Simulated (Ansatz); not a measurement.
Geometry optimisation, RKS BHLYP-D4/def2-SVP in Ansatz.

Input:

```yaml
crystal:
  periodic: [false, false, false]
  atoms:
    - { symbol: C, position_ang: [-0.7725, 0.8851, -0.1068] }
    - { symbol: C, position_ang: [-0.3923, -0.5233, -0.2703] }
    - { symbol: Si, position_ang: [1.3033, -0.785, 0.3983] }
    - { symbol: Zn, position_ang: [0.0627, -2.0112, -1.4248] }
    - { symbol: H, position_ang: [-0.8415, 1.2118, 0.9363] }
    - { symbol: H, position_ang: [-0.1243, 1.6124, -0.6706] }
    - { symbol: H, position_ang: [-1.8117, 1.0564, -0.5398] }
    - { symbol: H, position_ang: [-1.0626, -1.1693, 0.2546] }
    - { symbol: H, position_ang: [1.4106, -0.2564, 1.8306] }
    - { symbol: H, position_ang: [2.3115, -0.0717, -0.4046] }
basis:
  gaussian: { orbitals: def2-SVP }
hamiltonian:
  xc: { name: BHLYP }
  dispersion: d4
relax:
  f_tol: 0.015
  max_steps: 40
```

Run as:

```bash
$ ansatz run input.yaml --threads 2 --pin off --max-ram 3072MiB --backend cpu --events-out ev --progress --plain --runs-dir out
```

Where does it end, and by what steps?

It converged. After 8 steps the energy has fallen by 0.474 eV; H9 moved furthest, 0.62 Å.

```
step  energy less start (eV)  largest force component (eV/Å)  accepted
   0                  0.0000                           1.994       yes
   1                 -0.3457                           0.688       yes
   2                 -0.4423                           0.204       yes
   3                 -0.4667                           0.208       yes
   4                 -0.4613                           0.150        no
   5                 -0.4714                           0.064       yes
   6                 -0.4730                           0.048       yes
   7                 -0.4735                           0.027       yes
   8                 -0.4736                           0.012       yes
```

```xyz
10
Properties=species:S:1:pos:R:3
C -0.909 0.975 -0.207
C -0.443 -0.457 -0.190
Si 1.387 -0.888 0.393
Zn 0.250 -1.955 -1.346
H -0.909 1.422 0.799
H -0.272 1.602 -0.839
H -1.932 1.061 -0.589
H -1.124 -1.084 0.409
H 1.721 -0.797 1.848
H 2.314 0.069 -0.277
```

Run time: 34 s on 2 threads of Arm Neoverse V1, on a shared host, peak memory 0.25 GiB.
